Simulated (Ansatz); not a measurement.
Consider the substitution at a C–S bond: `C[S][Ge][Cl]` + `OC(F)F` → `COC(F)F` + `[SH][Ge][Cl]`.

Isolated molecules relaxed with PBE0-D4/def2-TZVP in Ansatz; ΔE leaves out vibrations. CCSD(T)/CBS adds triple-zeta CCSD(T) − MP2 to the extrapolated MP2 energy (def2 sets, frozen cores). Functionals use def2-TZVPP. For Ge outer-core shells are correlated without core-valence functions, which leaves a few kJ/mol of doubt a bond. Scalar relativity is left out up to krypton. Each species was taken in one conformer, which may not be the lowest.

CCSD(T)/CBS gives +45.8 kJ/mol.

**Question.** Another level gave +41.4 kJ/mol. Which?
A. MP2/def2-TZVPP
B. CAM-B3LYP/def2-TZVPP
C. HF/def2-TZVPP
D. CCSD(T)/def2-TZVPP

**Answer.** D. CCSD(T)/def2-TZVPP 41.4, MP2/def2-TZVPP 48.9, HF/def2-TZVPP 27.0, CAM-B3LYP 35.5 kJ/mol.

Largest T1 diagnostic among the species: 0.014.

The D4 term adds +4.2 kJ/mol with B3LYP and +2.3 kJ/mol with PBE0; it sums over pairs of atoms, weighted by their polarisabilities, and B3LYP, whose exchange is more repulsive, gets the larger term. From BLYP to BHLYP (50 % exact exchange), in def2-TZVPP and without D4, ΔE moves by −3.9 kJ/mol.

B3LYP here is the variant with VWN-RPA as its local correlation; programs differ in this.
